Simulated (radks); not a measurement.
Values are calculated unless marked as measured or tabulated.
Task: Species: In II. Configuration: [Kr] 4d10 5s2. Code: a radial shooting solver on a logarithmic mesh with Libxc functionals. Model: scalar-relativistic Kohn-Sham, exchange-only LDA, spin-polarised, spherical densities, finite nucleus; Fermi nuclear charge, rms radius 4.6156 fm. Some entries of the table are withheld. Estimate them.

| orbital | occ. | eigenvalue (hartree) | <1/r> (bohr^-1) | <r> (bohr) |
|---|---|---|---|---|
| 1s | 2 | -1018.848 | 51.80 | 0.02974 |
| 2s | 2 | -152.7561 | 11.80 | 0.1286 |
| 2p | 6 | (1) | 11.37 | 0.1122 |
| 3s | 2 | -29.13715 | 4.174 | 0.3493 |
| 3p | 6 | -24.04782 | 3.978 | 0.3477 |
| 3d | 10 | -16.11963 | 3.751 | 0.3247 |
| 4s | 2 | (2) | 1.637 | 0.8479 |
| 4p | 6 | -3.08635 | 1.480 | 0.9221 |
| 4d | 10 | -0.90752 | (3) | 1.185 |
| 5s | 2 | -0.51879 | 0.5142 | 2.495 |

Result: 
(1) 2p eigenvalue (hartree): -137.2176
(2) 4s eigenvalue (hartree): -4.60739
(3) 4d <1/r> (bohr^-1): 1.137
